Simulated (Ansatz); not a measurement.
Reaction (SMILES): B(F)=O → F atom + [B]=O (B-O)
B3LYP-D3(BJ)/def2-TZVP geometries, fixed; electronic energies without zero-point terms.
Largest species:
```xyz
3

F      0.0000     0.0000    -1.1989
B      0.0000     0.0000     0.0871
O      0.0000     0.0000     1.2943
```
Charge 0, spin multiplicity 1.

Basis-set convergence of the bond dissociation energy at PBE with Ansatz (a program for electronic structure). Cartesian d functions, on some or all atoms, in 6-31G**; all else is spherical. The program fits the integrals of some runs and decomposes those of others, by size. Open shells are unrestricted. No added dispersion term, no relativity. Functions are those of the species that has most. Reference: the value in aug-pcseg-3, 165.34 kcal/mol, itself unsure by roughly 0.09 kcal/mol (its mean distance from aug-cc-pVQZ, cc-pV5Z, def2-QZVPPD). Deviations are taken from unrounded values.

| basis | functions | bond dissociation energy (kcal/mol) | minus reference (kcal/mol) |
|---|---|---|---|
| STO-3G | 15 | 175.18 | 9.85 |
| 3-21G | 27 | 165.94 | 0.60 |
| 6-31G | 27 | 154.63 | -10.71 |
| 6-31G** | 45 | 167.90 | 2.56 |
| 6-311G** | 54 | 163.77 | -1.57 |
| def2-SVPD | 66 | 164.67 | -0.67 |
| aug-pcseg-1 | 69 | 163.44 | -1.90 |
| def2-TZVPPD | 117 | 164.98 | -0.36 |
| aug-pcseg-2 | 138 | 165.65 | 0.31 |
| def2-QZVPPD | 195 | 165.09 | -0.25 |
| aug-pcseg-3 | 255 | 165.34 | 0.00 |

The smallest set listed that lies within 1 kcal/mol of the reference with all its larger relatives (same family, alike in diffuse functions; a set with none counts only in the reference's own line) is def2-SVPD (66 functions, -0.67 kcal/mol off). Inside the window by cancellation, since a larger relative falls out: 3-21G.
